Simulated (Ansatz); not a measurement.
The cluster Ba2Se⁻. Total charge -1; doublet. Geometry PBE-D4/def2-TZVP, that of the neutral singlet; atoms count from 1.

```xyz
3

Ba   -1.518    1.378    0.556
Ba    0.951   -1.791    0.633
Se    0.567    0.413   -1.190
```

In the def2 sets Ba takes a core potential; there is no spin–orbit coupling. The charge -1 doublet is spin-contaminated (final ⟨S²⟩ up to 0.90, 0.75 for a pure state). The structure comes from a short search, and lower isomers may exist.

Problem. Estimate the Mulliken populations from the PBE0/def2-TZVPD orbitals of Ansatz.

Solution. 
| atom | charge (e) | spin (α − β) |
| --- | --- | --- |
| Ba1 | 0.16 | 0.45 |
| Ba2 | 0.16 | 0.45 |
| Se3 | -1.32 | 0.10 |
Mulliken values and Mayer orders depend strongly on the basis. With diffuse functions, as here, like atoms can get unlike values, and bond orders can come out too low or too high.

Problem. Where does the spin sit?

Solution. Summed by element: Ba 0.90, Se 0.10, of 1 unpaired in all. Largest on single atoms: Ba2 0.45, Ba1 0.45, Se3 0.10.

Problem. And the Mayer bond orders between bonded heavy atoms (over 0.3)?

Solution. Ba1–Ba2 1.99 (4.02 Å); Ba1–Se3 0.55 (2.89 Å); Ba2–Se3 0.55 (2.89 Å).
